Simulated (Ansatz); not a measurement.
Stepwise reaction of `[NH2][Ge]([NH2])([F])[F]` with hydrogen fluoride, as a gas-phase model of exchange steps in deposition or etching. ΔE in kJ/mol; ΔG adds harmonic PBE0-D4 terms to CCSD(T)/CBS, at 1 bar.

Isolated molecules relaxed with PBE0-D4/def2-TZVP in Ansatz; ΔE leaves out vibrations. CBS: MP2 limit from def2 TZ/QZ plus the TZ coupled-cluster correction, frozen cores. This one scheme is used for every species. DFT in def2-TZVPP. B3LYP here is the variant with VWN-RPA as its local correlation; programs differ in this. For Ge outer-core shells are correlated without core-valence functions, which leaves a few kJ/mol of doubt a bond. Scalar relativity is left out up to krypton. One conformer a species, not always the lowest.

```
step                                                       reaction  PBE-D4  B3LYP-D4  ωB97M-V  CCSD(T)/CBS  ΔG(400 K)
   2  `[NH2][Ge]([F])([F])[F]` + H–F → `[F][Ge]([F])([F])[F]` + NH₃   -24.1     -25.3    -25.3        -18.0       -5.9
```

(1) Give the row of step 1, `[NH2][Ge]([NH2])([F])[F]` + H–F → `[NH2][Ge]([F])([F])[F]` + NH₃. (Estimate.)

(2) By hand: ΔE of the 2 steps together at CCSD(T)/CBS.

Answers

(1) Ansatz gave: 
```
step                                                           reaction  PBE-D4  B3LYP-D4  ωB97M-V  CCSD(T)/CBS  ΔG(400 K)
   1  `[NH2][Ge]([NH2])([F])[F]` + H–F → `[NH2][Ge]([F])([F])[F]` + NH₃   -34.8     -36.9    -36.7        -29.2      -34.3
```

(2) (-29.2) + (-18.0) = -47.2 kJ/mol, or -23.6 kJ/mol a step.

In ΔE each step is higher than the one before. All are downhill at CCSD(T)/CBS. ΔG lies between -34.3 and -5.9 kJ/mol a step. PBE-D4 differs from CCSD(T)/CBS by -6.1 to -5.6 kJ/mol a step. Isolated molecules leave out the surface, adducts and barriers. Largest T1 diagnostic: 0.012.
